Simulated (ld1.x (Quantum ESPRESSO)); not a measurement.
**Scattering properties, PAW potential for I (Z = 53)**

iodine, PAW, made with ld1.x (Quantum ESPRESSO) 7.5 (PBEsol, scalar-relativistic). Core [Kr], reference 4d10 5s2 5p3 (charge +2). Waves: 5s (bound): rcut 1.30, rcutus 1.75 bohr; 5s channel at -1.75 Ry: rcut 1.30, rcutus 1.75 bohr; 5p (bound): rcut 1.55, rcutus 2.05 bohr; 5p channel at 2.65 Ry: rcut 1.55, rcutus 2.05 bohr; 4d (bound): rcut 0.85, rcutus 1.15 bohr; 4d channel at -0.35 Ry: rcut 0.85, rcutus 1.15 bohr. Local part: all-electron potential smoothed inside 1.85 bohr (lloc = -2). Core correction: Bessel-smoothed model core inside 1.15 bohr. Augmentation charge: BESSEL, radius 0.60 bohr.

The phase is arctan(r·u′/u) with u = r·R(r), unwrapped; energies in Ry, scanned from -7 to 5 Ry. A pole is an energy at which the radial function vanishes at the test radius. The pseudo phase is shifted by a multiple of π to meet the all-electron one at the reference energy, and phase errors are pseudo minus all-electron; the curves can meet again beyond the range given. Levels narrower than the energy grid can be missing from the lists of poles.

Question: For each channel, where are the poles, and over which energies does the pseudopotential scatter like the atom?

Answer:

```tsv
channel	radius (bohr)	reference energy (Ry)	poles, all-electron	poles, pseudo	unbroken range about the reference energy with phases within 0.05 rad	phase error 1 Ry above the reference energy (rad)
s	2.25	-2.65	-0.93	-0.93	below 2.9	-0.000
p	2.25	-1.80	0.71	0.71	the whole range	-0.000
d	2.25	-5.18	-5.12, 3.54	-5.12, 3.56	the whole range	+0.000
```

Phases in the s channel:

```
E (Ry)  all-electron  pseudo
 -7.00         1.337   1.337
 -6.48         1.316   1.316
 -5.96         1.290   1.289
 -5.44         1.252   1.252
 -4.92         1.196   1.196
 -4.40         1.100   1.100
 -3.88         0.900   0.900
 -3.36         0.335   0.334
 -2.84        -0.752  -0.752
 -2.32        -1.249  -1.249
 -1.80        -1.433  -1.433
 -1.28        -1.528  -1.528
 -0.76        -1.589  -1.589
 -0.24        -1.635  -1.636
  0.28        -1.676  -1.676
  0.80        -1.715  -1.716
  1.32        -1.758  -1.761
  1.84        -1.809  -1.816
  2.36        -1.879  -1.895
  2.88        -1.984  -2.029
  3.40        -2.171  -2.332
  3.92        -2.565  -3.226
  4.44        -3.326  -4.190
  4.96        -3.963  -4.561
```
